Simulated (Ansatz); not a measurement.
BH$_{5}$SSi$_{2}$ (`SB1[SiH2][SiH2]1`), 9 atoms. Total charge 0; spin multiplicity 1. All runs use 2 threads of an Arm Neoverse V2 on a shared host. Correlated methods freeze the cores.

Problem. Give the basis size and wall time and peak host memory of each of these runs in Ansatz. RKS PBE0-D4/def2-TZVP relaxation (9 steps); RKS ωB97X-V/def2-TZVPP energy; RKS ωB97M-V/def2-QZVPP energy; RKS B3LYP-D4/def2-TZVPP energy and forces; RKS PBE0-D4/def2-TZVP frequencies; RKS BLYP-D4/def2-TZVPP energy; RKS PBE0-D4/def2-SVP energy; RHF-CCSD(T)/def2-TZVPP energy; RKS revPBE-D4/def2-TZVPP energy; RKS PBE0-D4/def2-QZVPP energy; RHF-CCSD(T)/def2-SVP energy; RKS ωB97M-V/def2-SVP energy. (Estimate.)

Solution. Ansatz gave: Other jobs shared the machine, so times are rough.

| level | job | functions | wall time | peak host memory (GiB) |
| --- | --- | --- | --- | --- |
| RKS PBE0-D4/def2-SVP | energy | 93 | 1.6 s | 0.43 |
| RHF-CCSD(T)/def2-SVP | energy | 93 | 3.1 s | 0.43 |
| RKS BLYP-D4/def2-TZVPP | energy | 227 | 3.3 s | 0.29 |
| RKS revPBE-D4/def2-TZVPP | energy | 227 | 3.3 s | 0.29 |
| RKS B3LYP-D4/def2-TZVPP | energy and forces | 227 | 7.5 s | 0.62 |
| RKS ωB97M-V/def2-SVP | energy | 93 | 8.5 s | 0.43 |
| RKS ωB97X-V/def2-TZVPP | energy | 227 | 13 s | 0.67 |
| RKS PBE0-D4/def2-QZVPP | energy | 417 | 14 s | 1.3 |
| RKS ωB97M-V/def2-QZVPP | energy | 417 | 35 s | 1.6 |
| RKS PBE0-D4/def2-TZVP | relaxation (9 steps) | 172 | 45 s | 0.42 |
| RHF-CCSD(T)/def2-TZVPP | energy | 227 | 90 s | 3.3 |
| RKS PBE0-D4/def2-TZVP | frequencies | 172 | 2.8 min | 0.43 |

B3LYP here is the variant with VWN-RPA as its local correlation; programs differ in this.
